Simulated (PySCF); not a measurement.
# PySCF run on RbSe

Input:

```python
from pyscf import gto, scf

mol = gto.M(
    atom='Rb 0 0 0; Se 0 0 2.953',
    basis='ano-rcc-vdzp',
    charge=0,
    spin=1,
    verbose=3,
)
mf = scf.UHF(mol)
mf = mf.sfx2c1e()
mf.kernel()
mf.dip_moment()
print('orbital energies (hartree):', [e[max(0, n-3):n+3].round(4) for e, n in zip(mf.mo_energy, mol.nelec)])
```

```bash
$ OMP_NUM_THREADS=1 python input.py
```

The log (some set-up lines and the per-cycle HOMO/LUMO lines with their warnings removed):

```
converged SCF energy = -5407.19706637658  <S^2> = 0.75759466  2S+1 = 2.0075803
Dipole moment(X, Y, Z, Debye): -0.00000,  0.00000, -12.41295
orbital energies (hartree): [array([-0.3258, -0.2591, -0.2591, -0.0123,  0.029 ,  0.029 ]), array([-0.6939, -0.2382, -0.2382, -0.0151,  0.0296,  0.0296])]
```

In short: E(SCF) = -5407.197066 Eh, ⟨S²⟩ = 0.758, μz(SCF) = -12.41 D.

Hardware: Arm Neoverse V2, 1 thread, shared host. Wall time 5.5 s, peak memory 0.15 GiB.

The bond length is a typed value, not an optimised one. No search for the lowest solution was made.
